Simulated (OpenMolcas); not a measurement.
**Te³⁺: effect of the active space**

```
Program             : OpenMolcas 26.06
Method              : MS-CASPT2 or its RAS form, IPEA 0.25 Eh, imaginary shift 0.1 Eh
Basis               : ANO-RCC-VTZP
Scalar Hamiltonian  : DKH2, point nucleus
Spin-orbit coupling : state interaction with AMFI integrals over the reference wave functions, term energies averaged over their components
```

A. 3 electrons in 4 orbitals (5s 5p); 2S+1 = 4 odd, 1 root; 2S+1 = 2 odd, 11 roots; 2S+1 = 4 even, 3 roots; 2S+1 = 2 even, 9 roots; closed shells correlated: 4d; CASPT2 step about 2.3 core-seconds
B. 3 electrons in 8 orbitals (5s 5p 6s 6p); 2S+1 = 4 odd, 1 root; 2S+1 = 2 odd, 11 roots; 2S+1 = 4 even, 3 roots; 2S+1 = 2 even, 9 roots; closed shells correlated: 4d; CASPT2 step of the order of 6 core-seconds
C. 3 electrons in 9 orbitals (RAS2 5s 5p; RAS3 5d, at most 2 electrons); 2S+1 = 4 odd, 1 root; 2S+1 = 2 odd, 11 roots; 2S+1 = 4 even, 3 roots; 2S+1 = 2 even, 9 roots; closed shells correlated: 4d; CASPT2 step of the order of 9 core-seconds

Energies in cm-1 above 5s2 5p 2P* 1/2, the measured ground level; measured values from Moore, Atomic Energy Levels, vol. III, NSRDS-NBS 35 (1971 reprint of NBS Circular 467, 1958).

| Level | A | B | C | Measured |
| --- | --- | --- | --- | --- |
| 5s2 5p 2P* 1/2 | 0.0 | 0.0 | 0.0 | 0.0 |
| 5s2 5p 2P* 3/2 | 8320 | 8030 | 8270 | 9223 |
| 5s 5p2 4P 1/2 | 68540 | 68470 | 69020 |  |
| 5s 5p2 4P 3/2 | 72270 | 72150 | 72730 |  |
| 5s 5p2 4P 5/2 | 76340 | 76170 | 76880 |  |
| 5s 5p2 2D 3/2 | 92290 | 90460 | 91990 |  |
| 5s 5p2 2D 5/2 | 93650 | 92550 | 93470 |  |
| 5s 5p2 2P 1/2 [61 %] | 108470 | 107530 | 108670 |  |

Among A to C the level of the table that moves most is 5s 5p2 2D 3/2, by 1800 cm-1 (lowest in B, highest in A). Moves below CASPT2's spread within the term are not significant.

CASPT2 does not keep the components of a term degenerate, so their means are used; among the terms shown or strongly mixed into the levels shown the widest spread is 690 cm-1 (5s 5p2 2D, A). Over all roots computed the reference weight is 0.86 to 0.95 in A, 0.85 to 0.95 in B; the roots of lowest weight are the least certain, and an intruder state may touch them. Terms of s pⁿ other than that of highest spin mix with s² pⁿ⁻² d, which this space lacks; all of them can be thousands of cm-1 off, and some have no real level of that name (holds for A; B). Active for correlation alone: 6p 6s; no level in the range computed is led by a configuration that fills them, so any true level of that kind is missing (holds for B). Active for correlation alone: 5d; no level in the range computed is led by a configuration that fills it, so any true level of that kind is missing (holds for C). Some terms mix strongly with configurations of 5d, whose occupation reaches 0.17 (5s 5p2 2D) (holds for C). Levels of configurations outside the active space are missing. Levels that lie high or do not pair safely by name in every column are left out.

A share in square brackets marks a mixed level and gives the weight of the term that names it, the lowest over the columns. * marks odd parity.
